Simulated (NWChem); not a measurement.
CH7FSi2; SMILES F[SiH2]C[SiH3]

```xyz
11

Si    -0.3533    -1.7976    -0.0289
C      0.8739    -0.4350     0.4691
Si     0.4572     1.2526    -0.2339
F     -1.1771     1.4456    -0.1844
H     -0.5789    -1.7638    -1.5160
H      0.1955    -3.1498     0.3400
H     -1.6674    -1.6038     0.6706
H      0.9199    -0.3864     1.5778
H      1.8881    -0.7192     0.1124
H      0.8823     1.3442    -1.6711
H      1.0679     2.3678     0.5662
```
Atoms are numbered in this order, from 1.

Level: PBE-D3(BJ)/def2-SVP (NWChem), optimised geometry, unscaled harmonic frequencies. 

```csv
frequency (cm⁻¹),IR intensity (km/mol)
44,0.6
124,0.6
134,0.5
279,7.9
463,4.5
540,2.7
545,1.2
670,12.4
713,25.5
740,71.5
777,101.0
830,6.6
876,268.1
913,81.8
920,25.0
925,111.0
927,124.4
993,34.1
1034,83.9
1327,9.3
2162,118.0
2170,70.6
2176,94.4
2185,127.1
2190,109.7
2988,0.3
3054,0.1
```

```json
{
 "zero_point_energy": "43.9 kcal/mol",
 "thermal correction to the enthalpy at 298.15 K (with zero-point energy)": "48.8 kcal/mol",
 "heat capacity Cv": "24.2 cal/(mol K)",
 "entropy at 298.15 K and 1 atm (symmetry number 1)": "82.7 cal/(mol K)",
 "dipole_moment": "1.88 D"
}
```

Rigid rotor and harmonic oscillator; modes under 100 cm⁻¹ make the entropy uncertain.
